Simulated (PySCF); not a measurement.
**Unknown compound**

Molecular formula: CH12OSi4. Simulated spectra:

¹H NMR (400 MHz, computed): δ 5.67 (m, 1H), 5.64 (m, 1H), 5.60 (m, 1H), 3.41 (m, 3H), 3.37 (d, 3H), 0.42 (d, 3H).

¹³C{¹H} NMR (computed): δ 4.7.

Theory: GFN2-xTB geometry, NMR shieldings at PBE0/pcSseg-1/GIAO, in PySCF 2.14.0 with density-fitted response routines (fast rotation and ring inversion assumed for equivalent nuclei, non-relativistic Hamiltonian, single conformer, in vacuum).

δ = σ(ref) − σ, references computed at the same level: TMS for ¹H, ¹³C.

Which candidate is it?
A. C[Si@@H]([SiH3])O[SiH2][SiH3]
B. O[SiH2]C([SiH3])([SiH3])[SiH3]
C. C[Si@@H]([SiH3])[SiH2]O[SiH3]
D. CO[Si]([SiH3])([SiH3])[SiH3]

## Answers

A. 

1. Rings plus π bonds: 0.
2. Carbon types of the structure: 1 × CH3, leaving 9 H on heteroatoms.
3. δC 4.7: methyl carbon bonded to Si; an electropositive neighbour leaves it electron-rich and shielded.
4. δH 5.67: hydrogen on a silicon bonded to C, O, Si.
5. δH 5.64, 5.60: hydrogen on a silicon bonded to O, Si.
6. δH 3.41, 3.37: hydrogen on a silicon bonded to Si.
7. δH 0.42: hydrogen on a methyl carbon bonded to Si; an electropositive neighbour shields it, as in TMS itself.

The others: C[Si@@H]([SiH3])[SiH2]O[SiH3] has carbons computed at -10.5; O[SiH2]C([SiH3])([SiH3])[SiH3] would give 2 signals for carbon-bound and other non-exchanging H, not 6; CO[Si]([SiH3])([SiH3])[SiH3] would give 2 signals for carbon-bound and other non-exchanging H, not 6.

Shifts are as computed. Against solution values, carbons near 30 ppm lie about +3 ppm off and those near 130 ppm about +5 ppm. Of 1309 compounds with measured shifts, 239 miss one by over three times the rms of a fit or turn the order of signals round; such compounds aren't used in these exercises. No couplings were computed; multiplicities are counted from neighbouring protons, with m where these are inequivalent, close in shift, in a saturated or five-membered ring or joined by F or P, and br s for small geminal =CH2 splittings.
